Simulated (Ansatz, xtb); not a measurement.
Molecule: CH3S, charge 1, multiplicity 1. It need not be the lowest isomer of its formula. 
Coordinates optimised at B3LYP-D3(BJ)/def2-TZVP (Ansatz, an electronic-structure program):
SMILES: [SH+]=C
```xyz
5

C     -1.0436     0.1489    -0.1497
S      0.5542    -0.0163     0.0308
H     -1.3960     0.9553    -0.7871
H     -1.7690    -0.4998     0.3300
H      0.5598    -1.0882     0.8628
```
Charge +1, spin multiplicity 1.

Harmonic wavenumbers from GFN2-xTB (xtb, at its own minimum), cm⁻¹: 783, 801, 928, 996, 1066, 1340, 2232, 3024, 3062.

Problem. Give the harmonic wavenumbers at B3LYP-D3(BJ)/def2-TZVP (Ansatz, finite differences of forces, unscaled).

Solution. 842, 871, 1039, 1066, 1122, 1464, 2594, 3127, 3242 cm⁻¹. Zero-point energy 22.0 kcal/mol.

Problem. From these and the geometry, give the ideal-gas thermochemistry at 298.15 K and 1 atm (rigid rotor, harmonic oscillator).

Solution. Point group Cs, rotational symmetry number 1. Rotational constants 144.2, 17.35, 15.49 GHz. S(trans) 37.47, S(rot) 19.66, S(vib) 0.55, S(elec, spin only) 0.00, S 57.7 cal/(mol K). H(298) - H(0) 2.51 kcal/mol; G - E(el) 7.3 kcal/mol.
